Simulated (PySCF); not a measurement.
A side-by-side comparison of computed properties.

First species: C7H13O2P.
Atom-mapped SMILES: `[CH3:1][C:2]#[C:3][P@@:4](=[O:5])([OH:6])[C:7]([CH3:8])([CH3:9])[CH3:10]` (hydrogens: H11, H12, H13 on C1; H14 on O6; H15, H16, H17 on C8; H18, H19, H20 on C9; H21, H22, H23 on C10)

Second species: C5H5ClF3N2P.
Bonds: C1–C2, C2–P3 (aromatic), P3–C4 (aromatic), C4–Cl5, C4–N6 (aromatic), N6–N7 (aromatic), N7–C8, C8–C9, C9–F10, C9–F11, C9–F12, C2–N7 (aromatic). Hydrogens: H13, H14, H15 on C1; H16, H17 on C8.

Levels: PBE0/pcSseg-1 for dipole moment, HOMO energy, LUMO energy and HOMO–LUMO gap; GFN2-xTB for rotational constant A and rotational constant C. Geometries: GFN2-xTB. Each structure is a single optimised conformer of the isolated species, non-relativistic unless stated. Electronic properties by PySCF.

Dipoles, sizes and rotational constants follow the conformer. The torsions of the flexible species, by atom-mapped SMILES:
- `[CH3:1][C:2]#[C:3][P@@:4](=[O:5])([OH:6])[C:7]([CH3:8])([CH3:9])[CH3:10]`: C3–P4–C7–C8 -176°, H–O6–P4–C3 -114°
- `[CH3:1][c:2]1[p:3][c:4]([Cl:5])[n:6][n:7]1[CH2:8][C:9]([F:10])([F:11])[F:12]`: N6–N7–C8–C9 -88°, N7–C8–C9–F10 -61°

Q: Which has the higher LUMO energy?

A: The first: 0.07 eV against -1.00 eV, a difference of 1.07 eV.

Q: Which has the higher rotational constant C?

A: The first: 0.693 GHz against 0.358 GHz, a difference of 0.335 GHz.

Q: Which of the two has the higher dipole moment, and by how much?

A: The second: 4.05 D against 3.34 D, a difference of 0.71 D.

Q: Which has the higher rotational constant A?

A: The first: 1.632 GHz against 1.220 GHz, a difference of 0.412 GHz.

Q: Which of the two has the higher HOMO–LUMO gap, and by how much?

A: The first: 7.88 eV against 6.16 eV, a difference of 1.72 eV.

Q: Which of the two has the higher HOMO energy, and by how much?

A: The second: -7.16 eV against -7.81 eV, a difference of 0.65 eV.

On the first: A dipole of 3.34 D is allowed in C1, and pure rotational transitions are dipole-allowed. In atomic units the dipole is 1.31 e·bohr (1 au = 2.5417 D).

On the second: The dipole equals about 13.5 × 10⁻³⁰ C·m (1 D = 3.33564 × 10⁻³⁰ C·m).
